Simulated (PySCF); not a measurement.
**Spinor energies of Pb²⁺ (lead, charge +2)**

Start: [Xe] 4f14 5d9 6s2 6p1; 5d3/2 filled at m_j = -3/2, -1/2, +1/2, +3/2; 5d5/2 filled at m_j = -3/2, -1/2, +1/2, +3/2, +5/2; 6p3/2 filled at m_j = +3/2. Calculated with PySCF 2.14 in x2c-TZVPall-2c (11s11p9d3f, 110 functions): generalised Hartree-Fock with the X2C-1e Hamiltonian and a Gaussian nucleus; spin-orbit coupling (SO) screened by Boettger's factors. This is a chosen level, not necessarily the ground level.

```json
{"spinor shell": "1s1/2", "electrons": "2", "ε, screened SO (eV)": "-88494.6", "weight of nominal j (screened SO)": "1.000", "rms radius, screened SO (bohr)": "0.0181"}
{"spinor shell": "2s1/2", "electrons": "2", "ε, screened SO (eV)": "-16002.4", "weight of nominal j (screened SO)": "1.000", "rms radius, screened SO (bohr)": "0.0730"}
{"spinor shell": "2p1/2", "electrons": "2", "ε, screened SO (eV)": "-15344.6", "weight of nominal j (screened SO)": "1.000", "rms radius, screened SO (bohr)": "0.0617"}
{"spinor shell": "2p3/2", "electrons": "4", "ε, screened SO (eV)": "-13150.1", "weight of nominal j (screened SO)": "1.000", "rms radius, screened SO (bohr)": "0.0700"}
{"spinor shell": "3s1/2", "electrons": "2", "ε, screened SO (eV)": "-3931.7", "weight of nominal j (screened SO)": "1.000", "rms radius, screened SO (bohr)": "0.186"}
{"spinor shell": "3p1/2", "electrons": "2", "ε, screened SO (eV)": "-3635.7", "weight of nominal j (screened SO)": "1.000", "rms radius, screened SO (bohr)": "0.178"}
{"spinor shell": "3p3/2", "electrons": "4", "ε, screened SO (eV)": "-3139.2", "weight of nominal j (screened SO)": "1.000", "rms radius, screened SO (bohr)": "0.195"}
{"spinor shell": "3d3/2", "electrons": "4", "ε, screened SO (eV)": "-2658.2", "weight of nominal j (screened SO)": "1.000", "rms radius, screened SO (bohr)": "0.170"}
{"spinor shell": "4s1/2", "electrons": "2", "ε, screened SO (eV)": "-947.61", "weight of nominal j (screened SO)": "1.000", "rms radius, screened SO (bohr)": "0.408"}
{"spinor shell": "4p1/2", "electrons": "2", "ε, screened SO (eV)": "-818.37", "weight of nominal j (screened SO)": "1.000", "rms radius, screened SO (bohr)": "0.412"}
{"spinor shell": "4p3/2", "electrons": "4", "ε, screened SO (eV)": "-695.08", "weight of nominal j (screened SO)": "1.000", "rms radius, screened SO (bohr)": "0.446"}
{"spinor shell": "4d3/2", "electrons": "4", "ε, screened SO (eV)": "-484.43", "weight of nominal j (screened SO)": "1.000", "rms radius, screened SO (bohr)": "0.455"}
{"spinor shell": "4d5/2", "electrons": "6", "ε, screened SO (eV)": "-460.58", "weight of nominal j (screened SO)": "1.000", "rms radius, screened SO (bohr)": "0.466"}
{"spinor shell": "5s1/2", "electrons": "2", "ε, screened SO (eV)": "-190.13", "weight of nominal j (screened SO)": "1.000", "rms radius, screened SO (bohr)": "0.911"}
{"spinor shell": "4f5/2", "electrons": "6", "ε, screened SO (eV)": "-185.16", "weight of nominal j (screened SO)": "0.999", "rms radius, screened SO (bohr)": "0.493"}
{"spinor shell": "4f7/2", "electrons": "8", "ε, screened SO (eV)": "-180.09", "weight of nominal j (screened SO)": "0.999", "rms radius, screened SO (bohr)": "0.495"}
{"spinor shell": "5p1/2", "electrons": "2", "ε, screened SO (eV)": "-143.90", "weight of nominal j (screened SO)": "0.999", "rms radius, screened SO (bohr)": "0.980"}
{"spinor shell": "5p3/2", "electrons": "4", "ε, screened SO (eV)": "-119.75", "weight of nominal j (screened SO)": "1.000", "rms radius, screened SO (bohr)": "1.07"}
{"spinor shell": "5d3/2", "electrons": "4", "ε, screened SO (eV)": "-53.335", "weight of nominal j (screened SO)": "0.978", "rms radius, screened SO (bohr)": "1.32"}
{"spinor shell": "5d5/2", "electrons": "5", "ε, screened SO (eV)": "-50.143", "weight of nominal j (screened SO)": "0.982", "rms radius, screened SO (bohr)": "1.37"}
{"spinor shell": "6s1/2", "electrons": "2", "ε, screened SO (eV)": "-33.410", "weight of nominal j (screened SO)": "0.999", "rms radius, screened SO (bohr)": "2.29"}
{"spinor shell": "6p3/2", "electrons": "1", "ε, screened SO (eV)": "-22.460", "weight of nominal j (screened SO)": "1.000", "rms radius, screened SO (bohr)": "2.91"}
```

Where does 3d5/2 lie, and what is the 3d spin-orbit splitting (screened SO)?

At -2552.8 eV, 105.32 eV above 3d3/2.

```csv
quantity,screened SO
E (hartree),-20901.98442
M_J,4
⟨J²⟩,20.011
⟨L²⟩,12.198
⟨S²⟩,2.193
```

Each row is a mean over spinors that exchange with the open shell spreads, by up to 5.977 eV (5p3/2).

Breit and QED terms are absent; they matter most for the inner s and p1/2 levels.

Densities and radii are taken from the X2C orbitals without a picture-change correction, which distorts them close to the nucleus.
